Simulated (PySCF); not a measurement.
PySCF input file for C2Cl3, SMILES Cl[C]=C(Cl)Cl, multiplicity 2, TDA-PBE0/def2-SVPD. Coordinates come from a PBE0-D3(BJ)/def2-SVP optimisation. The isomer is the one that the SMILES or the coordinates give; other isomers of the formula were not compared.

```python
import numpy as np
from pyscf import gto, scf, dft, tdscf

mol = gto.M(
    atom='''
    Cl    0.34979139    2.33087865    0.00000000
    C     0.76468763    0.72931135    0.00000000
    C     0.11330047   -0.42062306    0.00000000
    Cl   -1.61339718   -0.51871104    0.00000000
    Cl    0.95372764   -1.92111642    0.00000000
    ''',
    basis='def2-SVPD',
    charge=0,
    spin=1,
    max_memory=1600,
    verbose=4,
)
mf = dft.UKS(mol, xc='pbe0').density_fit(auxbasis='def2-universal-jkfit')
mf.grids.level = 3
mf.conv_tol = 1e-9
mf.max_cycle = 100
mf.kernel()
fine, coarse = mf.grids, dft.Grids(mol).set(level=1).build(with_non0tab=True)
for _ in range(3):  # follow internal instabilities
    mf.grids = coarse
    mo, _, stable, _ = mf.stability(return_status=True, nroots=4)
    mf.grids = fine
    if stable:
        break
    mf.kernel(mf.make_rdm1(mo, mf.mo_occ))
mf.grids = dft.Grids(mol).set(level=1).build(with_non0tab=True)  # coarser grid for the response kernel
td = tdscf.TDA(mf)
td.nstates = 10
td.conv_tol = 1e-4
td.kernel(x0=td.get_init_guess(mf, 15))
td.analyze()
```

Output:

```
PySCF version 2.14.0

[INPUT] verbose = 4
[INPUT] num. atoms = 5
[INPUT] num. electrons = 63
[INPUT] charge = 0
[INPUT] spin (= nelec alpha-beta = 2S) = 1
[INPUT] symmetry False subgroup None
[INPUT] Mole.unit = angstrom
[INPUT] Symbol           X                Y                Z      unit          X                Y                Z       unit  Magmom
[INPUT]  1 Cl     0.349791390000   2.330878650000   0.000000000000 AA    0.661009927831   4.404722278096   0.000000000000 Bohr   0.0
[INPUT]  2 C      0.764687630000   0.729311350000   0.000000000000 AA    1.445050191543   1.378198711037   0.000000000000 Bohr   0.0
[INPUT]  3 C      0.113300470000  -0.420623060000   0.000000000000 AA    0.214106858085  -0.794862385076   0.000000000000 Bohr   0.0
[INPUT]  4 Cl    -1.613397180000  -0.518711040000   0.000000000000 AA   -3.048878800346  -0.980221803388   0.000000000000 Bohr   0.0
[INPUT]  5 Cl     0.953727640000  -1.921116420000   0.000000000000 AA    1.802284037028  -3.630383887205   0.000000000000 Bohr   0.0

nuclear repulsion = 301.67532964948
number of shells = 49
number of NR pGTOs = 195
number of NR cGTOs = 121
basis = def2-SVPD
ecp = {}


[settings echo left out]
init E= -1456.41993426341
  alpha nocc = 32  HOMO = -0.215977501541237  LUMO = -0.0406231422762243
  beta  nocc = 31  HOMO = -0.253430866219434  LUMO = -0.215977501541236

WARN: HOMO -0.215977501541237 >= LUMO -0.215977501541236

cycle= 1 E= -1455.65922385248  delta_E= 0.761  |g|= 0.208  |ddm|= 2.84
  alpha nocc = 32  HOMO = -0.304650448928932  LUMO = -0.0675040055605574
  beta  nocc = 31  HOMO = -0.298467074813393  LUMO = -0.17809213166035
  HOMO = -0.298467074813  LUMO = -0.17809213166  gap/eV = 3.27557
cycle= 2 E= -1455.6373786895  delta_E= 0.0218  |g|= 0.307  |ddm|= 1.33
  alpha nocc = 32  HOMO = -0.278426812437106  LUMO = -0.0197600901747186
  beta  nocc = 31  HOMO = -0.270985243361068  LUMO = -0.138343081793713
  HOMO = -0.270985243361  LUMO = -0.138343081794  gap/eV = 3.60938
cycle= 3 E= -1455.68646357765  delta_E= -0.0491  |g|= 0.0413  |ddm|= 0.732
  alpha nocc = 32  HOMO = -0.281881993023515  LUMO = -0.0221032159516836
  beta  nocc = 31  HOMO = -0.274805424823894  LUMO = -0.13339419345915
  HOMO = -0.274805424824  LUMO = -0.133394193459  gap/eV = 3.84800
cycle= 4 E= -1455.68744280845  delta_E= -0.000979  |g|= 0.0192  |ddm|= 0.115
  alpha nocc = 32  HOMO = -0.282554528472098  LUMO = -0.0222751944992252
  beta  nocc = 31  HOMO = -0.274854840991449  LUMO = -0.13337182219432
  HOMO = -0.274854840991  LUMO = -0.133371822194  gap/eV = 3.84995
cycle= 5 E= -1455.68774288737  delta_E= -0.0003  |g|= 0.00864  |ddm|= 0.0471
  alpha nocc = 32  HOMO = -0.282254464245371  LUMO = -0.0214579423965437
  beta  nocc = 31  HOMO = -0.274540398588985  LUMO = -0.130654944636821
  HOMO = -0.274540398589  LUMO = -0.130654944637  gap/eV = 3.91532
cycle= 6 E= -1455.68782410622  delta_E= -8.12e-05  |g|= 0.00605  |ddm|= 0.0235
  alpha nocc = 32  HOMO = -0.282538337113829  LUMO = -0.0215356245933327
  beta  nocc = 31  HOMO = -0.274630738756373  LUMO = -0.130624217686894
  HOMO = -0.274630738756  LUMO = -0.130624217687  gap/eV = 3.91862
cycle= 7 E= -1455.68787027478  delta_E= -4.62e-05  |g|= 0.00239  |ddm|= 0.0148
  alpha nocc = 32  HOMO = -0.282672208406394  LUMO = -0.0212268850242441
  beta  nocc = 31  HOMO = -0.274568636775471  LUMO = -0.130141391475653
  HOMO = -0.274568636775  LUMO = -0.130141391476  gap/eV = 3.93007
cycle= 8 E= -1455.68789804123  delta_E= -2.78e-05  |g|= 0.00122  |ddm|= 0.0157
  alpha nocc = 32  HOMO = -0.282818927270023  LUMO = -0.0211477338419912
  beta  nocc = 31  HOMO = -0.274622821679685  LUMO = -0.130053707632027
  HOMO = -0.27462282168  LUMO = -0.130053707632  gap/eV = 3.93393
cycle= 9 E= -1455.68790468368  delta_E= -6.64e-06  |g|= 0.00051  |ddm|= 0.00888
  alpha nocc = 32  HOMO = -0.282835330387816  LUMO = -0.0210887802986823
  beta  nocc = 31  HOMO = -0.274603366919694  LUMO = -0.13002470795497
  HOMO = -0.27460336692  LUMO = -0.130024707955  gap/eV = 3.93419
cycle= 10 E= -1455.68790560373  delta_E= -9.2e-07  |g|= 0.000152  |ddm|= 0.00374
  alpha nocc = 32  HOMO = -0.282836315298935  LUMO = -0.0210793744711504
  beta  nocc = 31  HOMO = -0.274598764124946  LUMO = -0.130022766767234
  HOMO = -0.274598764125  LUMO = -0.130022766767  gap/eV = 3.93411
cycle= 11 E= -1455.68790564037  delta_E= -3.66e-08  |g|= 8.27e-05  |ddm|= 0.000708
  alpha nocc = 32  HOMO = -0.282843165672893  LUMO = -0.0210861350306399
  beta  nocc = 31  HOMO = -0.274605573211406  LUMO = -0.130027544842345
  HOMO = -0.274605573211  LUMO = -0.130027544842  gap/eV = 3.93417
cycle= 12 E= -1455.68790564668  delta_E= -6.3e-09  |g|= 2.87e-05  |ddm|= 0.000303
  alpha nocc = 32  HOMO = -0.282838939589548  LUMO = -0.0210808277979186
  beta  nocc = 31  HOMO = -0.274601206928857  LUMO = -0.130022815276064
  HOMO = -0.274601206929  LUMO = -0.130022815276  gap/eV = 3.93418
cycle= 13 E= -1455.68790564722  delta_E= -5.38e-10  |g|= 1.5e-05  |ddm|= 0.000109
  alpha nocc = 32  HOMO = -0.282842030251208  LUMO = -0.0210855431210746
  beta  nocc = 31  HOMO = -0.274604641958827  LUMO = -0.130025067289022
  HOMO = -0.274604641959  LUMO = -0.130025067289  gap/eV = 3.93421
Extra cycle  E= -1455.68790564703  delta_E= 1.83e-10  |g|= 2.43e-05  |ddm|= 8.1e-05
converged SCF energy = -1455.68790564703  <S^2> = 0.76789526  2S+1 = 2.0178159
tot grids = 29312
uhf_internal: lowest eigs of H = [0.1215456  0.17945698 0.32495514 0.34767831]
<class 'pyscf.df.df_jk.DFUKS'> wavefunction is stable in the internal stability analysis
tot grids = 29312


******** <class 'pyscf.tdscf.uks.TDA'> for <class 'pyscf.df.df_jk.DFUKS'> ********
nstates = 10
deg_eia_thresh = 1.000e-03
wfnsym = None
conv_tol = 0.0001
eigh lindep = 1e-12
eigh level_shift = 0
eigh max_cycle = 100


Excitation energies (eV)
[1.86808629 3.98396632 4.48092451 4.92761391 5.08053937 5.205961
 5.24068555 5.55448377 5.65095443 5.67211596]

** Excitation energies and oscillator strengths **
Excited State   1:      1.86809 eV    663.70 nm  f=0.0003
      31b ->   32b     -0.99021
Excited State   2:      3.98397 eV    311.21 nm  f=0.0004
      25a ->   33a     -0.12973
      32a ->   33a     -0.69912
      25b ->   33b      0.12232
      31b ->   33b      0.68037
Excited State   3:      4.48092 eV    276.69 nm  f=0.0073
      30b ->   32b      0.98893
Excited State   4:      4.92761 eV    251.61 nm  f=0.0001
      32a ->   34a     -0.13783
      29b ->   32b      0.94597
      31b ->   34b     -0.24256
Excited State   5:      5.08054 eV    244.04 nm  f=0.0010
      31a ->   33a      0.96315
      26b ->   32b      0.14995
Excited State   6:      5.20596 eV    238.16 nm  f=0.0060
      28b ->   32b     -0.97913
Excited State   7:      5.24069 eV    236.58 nm  f=0.0002
      31a ->   33a      0.10321
      32a ->   34a      0.57384
      26b ->   32b     -0.11305
      29b ->   32b      0.25617
      31b ->   34b      0.71684
      31b ->   35b      0.16338
Excited State   8:      5.55448 eV    223.21 nm  f=0.0003
      32a ->   34a     -0.12419
      32a ->   35a      0.37151
      25b ->   32b      0.10709
      26b ->   32b      0.72450
      29b ->   32b      0.16332
      31b ->   34b      0.29777
      31b ->   35b     -0.40173
Excited State   9:      5.65095 eV    219.40 nm  f=0.0385
      31a ->   34a     -0.17933
      31a ->   35a      0.15455
      27b ->   32b      0.94546
Excited State  10:      5.67212 eV    218.59 nm  f=0.0006
      31a ->   33a     -0.16050
      32a ->   34a      0.40288
      32a ->   35a     -0.47404
      25b ->   32b      0.12187
      26b ->   32b      0.60647
      31b ->   34b     -0.30037
      31b ->   35b      0.28973

** Transition electric dipole moments (AU) **
state          X           Y           Z        Dip. S.      Osc.
  1         0.0000     -0.0000     -0.0847      0.0072      0.0003
  2        -0.0067      0.0663      0.0000      0.0044      0.0004
  3         0.0647      0.2489      0.0000      0.0661      0.0073
  4         0.0000      0.0000     -0.0287      0.0008      0.0001
  5        -0.0000      0.0000     -0.0907      0.0082      0.0010
  6        -0.1988      0.0885     -0.0000      0.0473      0.0060
  7         0.0000     -0.0000     -0.0355      0.0013      0.0002
  8         0.0000     -0.0000      0.0489      0.0024      0.0003
  9         0.1740     -0.4976     -0.0000      0.2779      0.0385
 10         0.0000     -0.0000      0.0650      0.0042      0.0006

** Transition velocity dipole moments (imaginary part, AU) **
state          X           Y           Z        Dip. S.      Osc.
  1         0.0000     -0.0000      0.0150      0.0002      0.0022
  2        -0.0082      0.0029     -0.0000      0.0001      0.0003
  3         0.0095      0.0160      0.0000      0.0003      0.0014
  4        -0.0000      0.0000     -0.0323      0.0010      0.0038
  5         0.0000      0.0000      0.0127      0.0002      0.0006
  6         0.0038     -0.0114      0.0000      0.0001      0.0005
  7        -0.0000      0.0000      0.0134      0.0002      0.0006
  8        -0.0000     -0.0000      0.0158      0.0002      0.0008
  9        -0.0173     -0.0256      0.0000      0.0010      0.0031
 10        -0.0000     -0.0000     -0.0071      0.0001      0.0002

** Transition magnetic dipole moments (imaginary part, AU) **
state          X           Y           Z
  1         0.0091      0.5842      0.0000
  2         0.0000     -0.0000     -0.0291
  3        -0.0000      0.0000     -0.2823
  4         0.0615     -0.1332     -0.0000
  5        -0.0504     -0.6593     -0.0000
  6         0.0000     -0.0000      0.0195
  7         0.0709     -0.1310     -0.0000
  8        -0.0337      0.0846     -0.0000
  9         0.0000     -0.0000     -0.0168
 10        -0.1791      0.1271     -0.0000
```

Self-consistency was reached.

Cost: around 2.7 core-minutes (rough).
